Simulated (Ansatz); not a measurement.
## A small benchmark: atomisation enthalpy at 298 K

8 molecules holding an element past argon; the atomisation enthalpy at 298 K in kJ/mol, computed less measured. Shapes, held fixed at every level: PBE0-D4/def2-TZVP. Flexible molecules stand in one conformer, not always the lowest. Thermal terms are harmonic and unscaled (PBE/def2-SVP, PBE0-D4/def2-TZVP); the spin-orbit lowering of the free atoms is taken from their spectra. Programs: Ansatz 0.2.0. Measured values: Active Thermochemical Tables, CRC Handbook of Chemistry and Physics, NIST-JANAF tables.

Levels: A = PBE-D4/def2-TZVPP; B = PBE0-D4/def2-TZVPP; C = wB97M-V/def2-TZVPP; D = CCSD/def2-TZVPP.

```json
{"molecule": "H2Te (hydrogen telluride)", "from tabulated heats": "533", "A": "+16", "B": "+5", "C": "+10", "D": "-1"}
{"molecule": "BBrCl2 (SMILES ClB(Cl)Br)", "from tabulated heats": "1262", "A": "+63", "B": "+33", "C": "+12", "D": "-80"}
{"molecule": "BiCl3 (bismuth trichloride)", "from tabulated heats": "837", "A": "+152", "B": "+93", "C": "+82", "D": "-29"}
{"molecule": "SbBr3 (antimony bromide)", "from tabulated heats": "792", "A": "+58", "B": "+11", "C": "-27", "D": "-104"}
{"molecule": "CBr2ClF (dibromochlorofluoromethane)", "from tabulated heats": "1329", "A": "+100", "B": "+18", "C": "-13", "D": "-130"}
{"molecule": "CBrCl2F (bromodichlorofluoromethane)", "from tabulated heats": "1391", "A": "+102", "B": "+21", "C": "-1", "D": "-132"}
{"molecule": "C2H5Br (SMILES CCBr)", "from tabulated heats": "2699", "A": "+45", "B": "+13", "C": "-3", "D": "-95"}
{"molecule": "C3H7I (1-iodopropane)", "from tabulated heats": "3813", "A": "+71", "B": "+26", "C": "-1", "D": "-133"}
```

**Question.** Sum up the errors.

**Answer.** 
```json
{"level": "PBE-D4/def2-TZVPP", "kind": "GGA", "mean error": "+75.9", "mean absolute error": "75.9", "worst case": "BiCl3"}
{"level": "PBE0-D4/def2-TZVPP", "kind": "global hybrid", "mean error": "+27.5", "mean absolute error": "27.5", "worst case": "BiCl3"}
{"level": "wB97M-V/def2-TZVPP", "kind": "range-separated hybrid", "mean error": "+7.4", "mean absolute error": "18.6", "worst case": "BiCl3"}
{"level": "CCSD/def2-TZVPP", "kind": "coupled cluster or CI", "mean error": "-88.0", "mean absolute error": "88.0", "worst case": "C3H7I"}
```

On this set wB97M-V/def2-TZVPP has the smallest mean absolute error and CCSD/def2-TZVPP the largest. PBE-D4/def2-TZVPP is too high in 8 of 8; PBE0-D4/def2-TZVPP is too high in 8 of 8; CCSD/def2-TZVPP is too low in 8 of 8. The heats of H2Te, BiCl3, SbBr3, C3H7I come from older tables and can be uncertain by 10 kJ/mol or more. The molecules' own spin-orbit binding is left out, so errors for heavy halides read too negative. The tabulated value of BBrCl2 is in doubt (older tables, estimates, or at odds with other calculations) and kept here. Over the 7 molecules whose values aren't doubted the mean absolute errors are A 77.7; B 26.7; C 19.6; D 89.1. Correlated wave functions converge slowly with the basis. CCSD also lacks the triples, which bind further. For atoms past krypton def2 sets carry core potentials with scalar relativity. Relativity is left out for Br. Outer-core shells of Bi, Br, I, Sb, Te are correlated, in sets that cover them unevenly. The set is small.
